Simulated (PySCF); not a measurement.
C₃H₆ClGeN.
Atom-mapped SMILES: `[CH2:1]=[N:2]/[C:3]([Cl:4])=[CH:5]\[GeH3:6]` (hydrogens: H7, H8 on C1; H9 on C5; H10, H11, H12 on Ge6)

Computed, not measured: PySCF, PBE0-D3(BJ)/def2-SVP geometry optimisation, gas phase.

Entries marked ? are missing. Bonds in one row agree within 0.01 Å.

| coordinate | value |
| --- | --- |
| C1=N2 | ? |
| N2–C3 | 1.379 Å |
| C3–Cl4 | 1.764 Å |
| C3=C5 | ? |
| C5–Ge6 | ? |
| C1–H7 | 1.103 Å |
| C1–H8 | 1.097 Å |
| C5–H9 | 1.093 Å |
| Ge6–H10, Ge6–H11, Ge6–H12 | 1.538 Å |
| C1–N2–C3 | ? |
| N2–C3–Cl4 | ? |
| N2–C3–C5 | ? |
| Cl4–C3–C5 | 120.2° |
| C3–C5–Ge6 | 119.9° |

**Question.** Estimate the withheld lengths and angles.

**Answer.** 
- C1=N2 = 1.269 Å, drawn double (imine carbon to imine nitrogen); 0.17 Å below the sum of covalent radii, 1.44 Å.
- C3=C5 = 1.342 Å, drawn double (vinylic C–Cl carbon to alkene CH carbon); 0.12 Å below the sum of covalent radii, 1.46 Å.
- C5–Ge6 = 1.946 Å, drawn single (ends: alkene CH carbon; germanium bonded to C and 3 H); 0.02 Å above the sum of covalent radii, 1.93 Å.
- C1–N2–C3 = 123.3°, at the imine nitrogen; the outer atoms are 2.331 Å apart.
- N2–C3–Cl4 = 119.2°, at the vinylic C–Cl carbon; the outer atoms are 2.718 Å apart.
- N2–C3–C5 = 120.6°, at the vinylic C–Cl carbon; the outer atoms are 2.364 Å apart.

Radii are Cordero's, carbon taken as 0.76, 0.73 or 0.69 Å for four, three, and two or fewer neighbours.

Not checked by PBE0-D3(BJ)/def2-SVP frequencies. The numbers are those of one conformer (C1–N2–C3–Cl4 0°).
